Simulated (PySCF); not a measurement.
C3H10CdOSi, SMILES C[Si](C)(C)[Cd][OH] at its GFN2-xTB optimised geometry (Å):

```
16

Cd    -1.5418     2.2985     0.0000
O     -0.9284     3.4975    -1.5121
H     -1.1190     4.4257    -1.6605
Si    -0.7960    -0.1191     0.0000
C      1.1328    -0.1191     0.0000
C     -1.3817    -0.8882    -1.6689
C     -1.3699    -1.3033     1.4105
H      1.5418    -1.0929    -0.2567
H      1.5096     0.6003    -0.7252
H      1.5311     0.1562     0.9743
H     -1.1534    -0.2155    -2.4940
H     -2.4560    -1.0604    -1.6724
H     -0.8977    -1.8396    -1.8739
H     -2.4513    -1.3949     1.4423
H     -1.0389    -0.9571     2.3849
H     -0.9613    -2.2985     1.2605
```

Level of theory: PBE0/def2-TZVP, def2 effective core potentials past Kr (PySCF). The core electrons that the potentials of Cd replace are not part of the density. Cells within 0.4 Å of a nucleus heavier than hydrogen are left out (blank, or x).

Map of the electron localisation function on the plane z = 0.0 Å:

```
|00000000001110000000000000000|
|00000001111211100000000000000|
|00000011111222100000000000000|
|00000111111111100000000000000|
|00001111222111000000000000000|
|00001113576411000000000000000|
|000011257xx631100000000000000|
|00011125xxx732100000000000000|
|000122247x8522100000000000000|
|00012222454222100011100000000|
|00013332222344200134320000000|
|00013455567885322466531000000|
|00001246887323665577631000000|
|00000024550340787346631000000|
|00000001212xx2697xx3531000000|
|00000001211xx1697xx5531000000|
|00000000230110787689862000000|
|00000000133211456899985100000|
|00000000023321124899997200000|
|00000000001110002899997200000|
|00000000000000000699995000000|
|00000000000000000168851000000|
|00000000000000000002100000000|
|00000000000000000000000000000|
|00000000000000000000000000000|
|00000000000000000000000000000|
|00000000000000000000000000000|
|00000000000000000000000000000|
|00000000000000000000000000000|
```
Scale: ten equal steps from 0.000 (start of '0') to 0.997 (end of '9'), in the order '0123456789'; x runs from -4.50 to 4.50, y from -4.50 (bottom) to 4.50 (top).
